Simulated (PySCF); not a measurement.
Isomers of C3H3F3O.

All values: PBE0/pcSseg-1 (PySCF) at GFN2-xTB geometries, gas phase, one conformer each.

(1) Rank by dipole moment, lowest first.
A. 1,1,1-trifluoro-2,3-epoxypropane, `C1O[C@@H]1C(F)(F)F`
B. `[CH2:1]=[CH:2][O:3][C:4]([F:5])([F:6])[F:7]` with C1–C2–O3–C4 0°
C. `[O:1]=[CH:2][CH2:3][C:4]([F:5])([F:6])[F:7]` with O1–C2–C3–C4 -144°
D. CF3C(O)CH3 (`CC(=O)C(F)(F)F`)

(2) Rank by LUMO energy, highest first.
A. `CC(=O)C(F)(F)F` (CF3C(O)CH3)
B. `FC(F)(F)[C@@H]1CO1` (1,1,1-trifluoro-2,3-epoxypropane)
C. `[CH2:1]=[CH:2][O:3][C:4]([F:5])([F:6])[F:7]` with C1–C2–O3–C4 0°
D. `[O:1]=[CH:2][CH2:3][C:4]([F:5])([F:6])[F:7]` with O1–C2–C3–C4 -144°

Results:

(1) C (1.52 D), B (2.29 D), A (2.50 D), D (2.68 D).

(2) B (1.49 eV), C (-0.11 eV), D (-1.31 eV), A (-1.61 eV).

All values together:

```
            SMILES  μ (D)  HOMO (eV)  LUMO (eV)  lowest IAO charge (e)  highest IAO charge (e)  lowest Hirshfeld charge (e)  highest Hirshfeld charge (e)
    CC(=O)C(F)(F)F   2.68      -8.41      -1.61             -0.490 (C)              +0.757 (C)                   -0.201 (O)                    +0.252 (C)
      O=CCC(F)(F)F   1.52      -8.13      -1.31             -0.371 (C)              +0.812 (C)                   -0.206 (O)                    +0.264 (C)
      C=COC(F)(F)F   2.29      -8.06      -0.11             -0.366 (C)              +0.951 (C)                   -0.124 (C)                    +0.318 (C)
FC(F)(F)[C@@H]1CO1   2.50      -8.75       1.49             -0.373 (O)              +0.799 (C)                   -0.146 (O)                    +0.257 (C)
```

Conformers: `[O:1]=[CH:2][CH2:3][C:4]([F:5])([F:6])[F:7]` with O1–C2–C3–C4 -144°; `[CH2:1]=[CH:2][O:3][C:4]([F:5])([F:6])[F:7]` with C1–C2–O3–C4 0°.
